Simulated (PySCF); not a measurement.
Broadened absorption spectrum of C3H4F3P

Species: C3H4F3P.
Z-matrix (Å and degrees, GFN2-xTB geometry), rows numbered from 1:
```
F 
C   1  1.3424
F   2  1.3431  1  106.46
F   2  1.3463  1  106.15  3  -112.69
C   2  1.4950  1  113.15  3   124.15
C   5  1.5074  2  118.54  1    35.01
P   6  1.8457  5   66.32  2  -112.91
H   5  1.0858  2  110.83  1   175.68
H   6  1.0817  5  117.62  7   110.99
H   6  1.0819  5  116.22  7  -109.70
H   7  1.3994  5   95.03  6   -92.12
```

Method used: TDDFT wB97X-D/def2-SVPD, vertical, gas phase, core orbitals frozen in the response in PySCF.

Each state is given a Gaussian of 0.4 eV full width at half maximum, with ε(max) = 2.175×10⁸ f / Δν̃ (Δν̃ the width in cm⁻¹). The width is an assumption, not a result. The curve ends short of the highest state used, and states not computed would add to its high-energy end.

```csv
E (eV),ε (L mol⁻¹ cm⁻¹)
6.01,6
6.07,18
6.14,62
6.20,156
6.26,345
6.32,674
6.39,1257
6.45,1873
6.51,2463
6.58,2896
6.64,2908
6.70,2581
6.76,2036
6.83,1362
6.89,936
6.95,746
7.01,803
7.08,1113
7.14,1473
7.20,1788
7.26,1956
7.33,1922
7.39,1753
7.45,1568
7.51,1483
7.58,1647
7.64,2119
7.70,2990
7.77,4591
7.83,6487
7.89,8891
7.95,11883
8.02,16232
8.08,20533
8.14,24720
8.20,27778
```

Task: Where are the band maxima, and which computed states make them?

Result: 188 nm (6.61 eV), ε about 2900, made up of S1 (100%); 170 nm (7.28 eV), ε about 2000, made up of S2 (94%) (ε in L mol⁻¹ cm⁻¹; maxima over ε = 5, shares over 10%). At its high-energy end, 8.20 eV, the curve is still rising (ε about 28000, from S5). The states used: S1 6.61 eV (f 0.044); S2 7.26 eV (f 0.028); S3 7.61 eV (f 0.011); S4 7.95 eV (f 0.094); S5 8.25 eV (f 0.373); S6 8.42 eV (f 0.021); S7 8.52 eV (f 0.073); S8 8.80 eV (f 0.028).

Task: What would ε be at 6.61 eV, the highest of these maxima, with half the width (0.2 eV)?

Result: About 5890 L mol⁻¹ cm⁻¹ against 2950, a factor of about 2.00; a lone state at its own centre would give exactly 2.

Task: On this curve, what absorbance would a 10⁻⁵ mol/L sample give at 193 nm over a 1 cm path?

Result: 193 nm is 6.424 eV, where ε is about 1600 L mol⁻¹ cm⁻¹, so A = ε c l ≈ 0.016 (Beer–Lambert, with the gas-phase spectrum and the assumed width).

Task: Coming from long wavelengths, where does ε first pass 100 L mol⁻¹ cm⁻¹?

Result: At about 201 nm (6.17 eV), 0.44 eV below S1.
